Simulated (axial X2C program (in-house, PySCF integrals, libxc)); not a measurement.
# Testing model relations on SbH⁺

A bond curve at the PBE0 level, two-component, was computed with an axial X2C code built on PySCF integrals (basis Sb dyall-cv3z [11s12p8d4f1g], H dyall-v3z [6s2p1d] (cores contracted in-house)) for the state Ω = 1/2 (⟨Sz⟩ = -0.49, ⟨Lz⟩ = 0.99 at PBE0). Its fit gives Re = 1.7144 Å, ωe = 1978.7 cm⁻¹, ωexe = 27.6 cm⁻¹ and αe = 1.345e-01 cm⁻¹; the masses are 120.9038 and 1.0078 u. Two-component means X2C with spin–orbit coupling and atomic mean-field Coulomb and Gaunt terms.

(1) Find the reduced mass, Be and the force constant.

(2) Estimate the centrifugal constant by the Kratzer relation.

(3) Scale the constants to the deuteride (D 2.0141 u) within the Born–Oppenheimer picture.

(4) Where do the fundamental and the first overtone lie?

(5) A Morse curve ties αe to the other constants (Pekeris). How well does that hold?

One determinant describes the state; a PBE0 search over occupations chose it and may have missed a lower one. Density functionals use the spin component along the axis (collinear). Without a current term, density functionals place determinants with orbital angular momentum somewhat too high.

## Answers

(1) From the PBE0 values: μ = 0.9995 u. Be = 16.8576/(μ Re²) = 5.739 cm⁻¹. k = 5.8918×10⁻⁷ μ ωe² = 2.31 mdyn/Å.

(2) D = 4Be³/ωe² = 1.93e-04 cm⁻¹.

(3) ρ = √(μH/μD) = 0.7103; ωe = 1405.4, ωexe = 13.9, Be = 2.895 cm⁻¹; the zero-point energy falls by 283 cm⁻¹.

(4) ν(1←0) = ωe − 2ωexe = 1923.5 cm⁻¹; ν(2←0) = 2ωe − 6ωexe = 3791.8 cm⁻¹.

(5) αe(Morse) = 6Be²/ωe × (√(ωexe/Be) − 1) = 1.191e-01 cm⁻¹; the PBE0 curve gives 1.345e-01 cm⁻¹, a ratio of 0.89.
